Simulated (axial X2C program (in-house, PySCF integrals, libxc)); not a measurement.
Spin–orbit effects along a row: molecules with Cl, HF

Computed with an in-house relativistic program for diatomic molecules, spin-free (one-electron X2C) or two-component (2c: spin–orbit coupling with atomic mean-field Coulomb and Gaunt terms, which also bring small scalar terms), in Dyall basis sets with cores contracted in-house; open shells are unrestricted.

Basis sets: Cl dyall-av3z, Cl dyall-v3z, I dyall-cv3z, In dyall-cv3z, Nb dyall-cv3z, Sb dyall-cv3z, Sn dyall-cv3z, Sr dyall-v3z, Y dyall-cv3z, Zr dyall-cv3z.

```tsv
molecule	spin-free state	Re (Å)	ωe (cm⁻¹)	De (eV)	2c state	Re 2c (Å)	ωe 2c (cm⁻¹)	De 2c (eV)
SrCl	M_S = 1/2, Λ = 0	2.642	289.3	3.70	Ω = 1/2	2.642	289.2	n/a
YCl	M_S = 0, Λ = 0	2.449	359.4	4.22	Ω = 0	2.449	359.5	n/a
ZrCl	M_S = 3/2, Λ = 0	2.411	359.9	n/a	Ω = 3/2	2.411	359.8	n/a
NbCl	M_S = 2, Λ = 1	2.373	364.0	3.11	Ω = 1	2.373	363.8	n/a
InCl	M_S = 0, Λ = 0	2.435	306.5	3.39	Ω = 0	2.435	306.5	3.15
SnCl	M_S = 1/2, Λ = 1	2.389	343.3	2.56	Ω = 1/2	2.393	340.7	n/a
SbCl	M_S = 1, Λ = 0	2.358	372.5	1.76	Ω = 1	2.360	370.5	1.66
ICl	M_S = 0, Λ = 0	2.313	421.2	0.83	Ω = 0	2.322	411.2	0.52
```

(1) Work out the shifts from the spin-free to the two-component result.

Each entry is the lowest single determinant of a limited PBE0 search at one distance. De goes to single-determinant-based atoms at the same level (for ions the charge split of lowest energy) and is withheld (n/a) where an atom does not fit its ground term or J level. Main or longest-lived isotopes. One determinant is a doubtful description, or other states lie close, for ZrCl, NbCl, SbCl; these need not be ground states, and all values refer to the states named. Some open-shell Ω = 0 determinants are out of reach, so the Ω given for NbCl, SbCl need not be the lowest component. With several unpaired electrons the Ω given is that of one determinant, not necessarily of the lowest component.

Answers

(1) 

```csv
molecule,2c state,ΔRe (Å),Δωe (cm⁻¹),ΔDe (eV)
SrCl,Ω = 1/2,0.000,-0.1,n/a
YCl,Ω = 0,0.000,0.1,n/a
ZrCl,Ω = 3/2,0.000,-0.1,n/a
NbCl,Ω = 1,0.000,-0.2,n/a
InCl,Ω = 0,0.000,0.0,-0.24
SnCl,Ω = 1/2,0.004,-2.6,n/a
SbCl,Ω = 1,0.002,-2.0,-0.10
ICl,Ω = 0,0.009,-10.0,-0.31
```

Shifts of one unit in the last digit are rounding.
